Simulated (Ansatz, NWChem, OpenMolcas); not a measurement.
How methods differ on GeH3Cl (chlorogermane)

The species is GeH3Cl (5 atoms), meant as a singlet with charge 0. As SMILES, `[Cl][GeH3]`. The coordinates come from a PBE0-D4/def2-TZVP relaxation.

Each level gives the vertical ionisation energy (to the doublet cation) (eV). The values are calculated.

| level | kind | program | value (eV) | less CCSD(T)/def2-TZVP |
| --- | --- | --- | --- | --- |
| PBE/def2-TZVP | GGA | OpenMolcas | 10.88 | -0.46 |
| r2SCAN/def2-TZVP | meta-GGA | OpenMolcas | 11.09 | -0.25 |
| B3LYP/def2-TZVP | global hybrid | Ansatz | 11.17 | -0.17 |
| CAM-B3LYP/def2-TZVP | range-separated hybrid | NWChem | 11.34 | 0.00 |
| HSE06/def2-TZVP | range-separated hybrid | Ansatz | 11.17 | -0.17 |
| wB97X/def2-TZVP | range-separated hybrid | NWChem | 11.42 | +0.08 |
| BCCD(T)/def2-TZVP | coupled cluster or CI | Ansatz | 11.33 | -0.01 |
| CCSD(T)/def2-TZVP | coupled cluster or CI | Ansatz | 11.34 | 0.00 |

Differences are taken from CCSD(T)/def2-TZVP for orientation; it has basis-set and higher-order errors of its own. All-electron rows without a relativistic Hamiltonian named are non-relativistic. The values span 10.88 to 11.42 eV. In the correlated wave-function rows the outer d shell of Ge is correlated, in sets not made for it.
